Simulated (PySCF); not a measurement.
Computed shifts of a molecule CH10FNSi3, B3LYP/pcSseg-1 in PySCF, GIAO, gas phase, atoms alike by connectivity averaged where their shifts nearly agree, in ppm (number of nuclei): ¹⁵N: 0.0 (1). ²⁹Si: 26.6 (1), -53.4 (1), -70.2 (1). ¹⁹F: -232.5 (1). ¹³C: -4.0 (1). ¹H: 5.67 (1), 4.94 (2), 4.28 (3), 0.59 (1), 0.37 (1), 0.08 (1), -0.18 (1). References: ¹⁵N against NH3 (σ = 265.5 ppm); ²⁹Si against TMS (σ = 338.7 ppm); ¹⁹F against CFCl3 (σ = 161.7 ppm); ¹³C against TMS (σ = 181.3 ppm); ¹H against TMS (σ = 31.68 ppm), references at their B3LYP-D3(BJ)/def2-TZVP geometries, non-relativistic. Geometry optimised at B3LYP-D3(BJ)/def2-SVP. Other conformers were not sampled.

### Question
Which molecule gave these data?
A. N[SiH2][Si@@H](F)C[SiH3]
B. N[SiH2]C[Si@H](F)[SiH3]
C. F[SiH2]CN[SiH2][SiH3]
D. FC[SiH2]N[SiH2][SiH3]

### Answer
A, N[SiH2][Si@@H](F)C[SiH3]
